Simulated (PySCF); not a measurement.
This PySCF input asks for the NMR shieldings of C$_{6}$H$_{10}$O$_{3}$S; the geometry comes from GFN2-xTB.

```python
import basis_set_exchange as bse
import numpy as np
from pyscf import gto, dft
from pyscf.prop import nmr

atoms = """
C    -2.404078    0.920149    0.356353
C    -1.111920    0.184232    0.367726
C    -0.901215   -1.019827   -0.511100
C     0.461798   -1.577649   -0.067777
C     1.091247   -0.457215    0.747478
S     2.227474    0.455433   -0.355013
O     1.238347    0.908238   -1.559280
O     3.193396   -0.441071   -0.902593
O     2.680368    1.663105    0.271194
C    -0.022031    0.462074    1.075879
H    -2.359943    1.791912    1.003309
H    -2.640252    1.240238   -0.657854
H    -3.213118    0.272147    0.692278
H    -0.881336   -0.705795   -1.556741
H    -1.703390   -1.749970   -0.396938
H     0.331770   -2.467077    0.549652
H     1.104491   -1.831008   -0.908884
H     1.720705   -0.769356    1.575879
H     0.109516    1.282883    1.757534
H     1.073022    1.849235   -1.484138
"""
names = dict.fromkeys(["C", "S", "O", "H"], "pcSseg-1")
basis = {el: gto.basis.parse(bse.get_basis(n, elements=[el], fmt="nwchem")) for el, n in names.items()}
mol = gto.M(atom=atoms, basis=basis, charge=0, verbose=0)
mf = dft.RKS(mol, xc="PBE0")
mf.grids.level = 2
mf.grids.alignment = dft.numint.BLKSIZE   # the property module wants whole blocks of grid points
mf.conv_tol = 1e-9
mf.kernel()

calc = nmr.RKS(mf)   # GIAO
C = mf.mo_coeff
Co = C[:, mf.mo_occ > 0]
resp = mf.gen_response(singlet=True, hermi=2)
def vind(x):   # induced exchange potential for any number of trial vectors
    d = np.einsum("pi,xij,qj->xpq", C, 2 * x.reshape(-1, C.shape[1], Co.shape[1]), Co, optimize=True)
    return np.einsum("xpq,pi,qj->xij", resp(d - d.transpose(0, 2, 1)), C, Co, optimize=True).ravel()
mo1, _ = nmr.rhf.solve_mo1(calc, with_cphf=vind)
sigma = calc.kernel(mo1)
for i, s in enumerate(sigma):   # ppm
    w = np.linalg.eigvalsh((s + s.T) / 2)
    print("%2d %-2s iso %8.1f  s11 %8.1f  s22 %8.1f  s33 %8.1f" % (i, mol.atom_pure_symbol(i), w.mean(), *w))
```

Q: Give the expected output.

A: 
```
 0 C  iso    167.2  s11    150.4  s22    163.1  s33    188.1
 1 C  iso     24.1  s11    -87.5  s22     22.4  s33    137.3
 2 C  iso    146.6  s11    121.9  s22    145.5  s33    172.4
 3 C  iso    158.3  s11    132.1  s22    167.6  s33    175.1
 4 C  iso    108.2  s11     84.7  s22    104.2  s33    135.8
 5 S  iso    162.2  s11     35.3  s22    147.8  s33    303.5
 6 O  iso    144.4  s11     57.4  s22     84.7  s33    291.0
 7 O  iso    110.9  s11     69.4  s22    115.0  s33    148.2
 8 O  iso    110.5  s11     60.9  s22    115.6  s33    155.0
 9 C  iso     61.2  s11    -35.1  s22     87.1  s33    131.7
10 H  iso     29.5  s11     24.8  s22     28.4  s33     35.2
11 H  iso     30.0  s11     26.0  s22     28.3  s33     35.7
12 H  iso     29.7  s11     25.4  s22     27.6  s33     36.2
13 H  iso     28.9  s11     25.4  s22     28.1  s33     33.1
14 H  iso     29.4  s11     24.5  s22     28.3  s33     35.5
15 H  iso     29.4  s11     23.7  s22     27.6  s33     36.8
16 H  iso     29.0  s11     24.5  s22     28.7  s33     33.8
17 H  iso     27.7  s11     25.2  s22     26.4  s33     31.3
18 H  iso     26.0  s11     23.1  s22     26.8  s33     28.2
19 H  iso     27.6  s11     21.8  s22     24.2  s33     36.7
```

These numbers come from an equivalent density-fitted implementation of the same equations, which agrees with the script to about 0.01 ppm for H and up to a few tenths of a ppm for heavy atoms, so last digits may differ.

Size and cost of the density-fitted run: 227 basis functions, 75 s wall time on 1 thread of an Arm Neoverse N1, shared host; peak memory 1.1 GiB.
